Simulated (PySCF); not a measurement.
Input for PySCF: R-HF/3-21G on H4OSiSn (SMILES [OH][Sn][SiH3]), a point of a torsion scan.

```python
from pyscf import gto, scf, dft, mp
from pyscf.data.elements import chemcore

mol = gto.M(
    atom='''
    O     2.27864678   -0.24615479   -0.61904858
    Sn    1.01659085   -1.13553688    0.72475593
    Si    0.22959054   -2.83494728   -1.10594863
    H     2.53635847    0.67080710   -0.60956162
    H     1.28325961   -3.41897051   -1.95578112
    H    -0.52786313   -4.03521761   -0.67231010
    H    -0.70648649   -2.23698622   -2.08646928
    ''',
    basis='3-21g',
    charge=0, spin=0, verbose=3, max_memory=1800)
mf = scf.RHF(mol)
mf.conv_tol = 1e-8
mf.max_cycle = 100
mf.kernel()
if not mf.converged:
    mf = mf.newton().run(mf.mo_coeff, mf.mo_occ)
```

Program output:

```
converged SCF energy = -6360.43507094025
```

Self-consistency was reached.

Cost: around 0.8 core-seconds (rough).
